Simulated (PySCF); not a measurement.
## Electron correlation in Br (bromine, neutral)

[Ar] 3d10 4s2 4p5, 2P determinant. All numbers are calculated (PySCF 2.14, scalar relativity by spin-free X2C-1e, in x2c-TZVPPall (6s5p4d1f, 48 functions)). Frozen: [Ar] 3d10; 7 electrons correlated.

```tsv
level	correlation energy (mhartree)
CCSD	-153.22
(T)	-4.49
CCSD(T)	-157.71
CCSDT	-158.23
```

Diagnostics: T1 = 0.0062, D1 = 0.0204, largest double amplitude 0.045.

Cost of the coupled-cluster step: about 0.3 core-seconds, for 7 correlated electrons.
